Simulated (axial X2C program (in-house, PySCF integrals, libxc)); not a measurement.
PtPb: from the spin-free to the two-component result

Calculated with an in-house relativistic program for diatomic molecules. Spin-free means the one-electron spin-free X2C Hamiltonian; two-component (2c) means X2C with spin–orbit coupling and atomic mean-field two-electron Coulomb and Gaunt terms, so the difference of the two also holds small scalar two-electron terms. Basis: Pb dyall-v2z [10s12p9d5f], Pt dyall-v2z [11s12p9d5f] (cores contracted in-house); Gaussian nuclei, density fitting, unrestricted open shells. Masses: Pb 207.977 u, Pt 194.965 u.

Spin-free state: M_S = 0, Λ = 0 (closed shell); fragments Pb + Pt.

| level | Re (Å) | ωe (cm⁻¹) | De (eV) | μ (D) |
| --- | --- | --- | --- | --- |
| HF | 2.464 | 215.7 | 0.224 | -1.29 |
| PW91 | 2.459 | 219.6 | 4.512 | -2.87 |

Dipoles are positive if Pt is the positive end.

Two-component determinant lowest at the distance of the search:

Ω = 0 (closed shell); fragments Pb + Pt.

| level | Re (Å) | ωe (cm⁻¹) | De (eV) | μ (D) |
| --- | --- | --- | --- | --- |
| HF | 2.522 | 172.9 | -0.352 | -1.13 |
| PW91 | 2.470 | 210.9 | 3.234 | -2.73 |

(1) From the two tables, how do the constants change at the HF level (2c against spin-free)?

The state is one determinant whose occupation by symmetry is held fixed; it was picked as the lowest of a PBE0 search that is not exhaustive. The closed shell is kept restricted, so the energy runs too high when the bond is stretched far. Dissociation energies refer to the lowest single-determinant-based atoms at the same level and basis. Without a current term, density functionals place determinants with orbital angular momentum somewhat too high. At some level and bond length an empty orbital lies below a filled one.

Results:

(1) At the HF level Re increases by 0.058 Å and ωe goes down by 42.8 cm⁻¹; De changes by -0.576 eV.
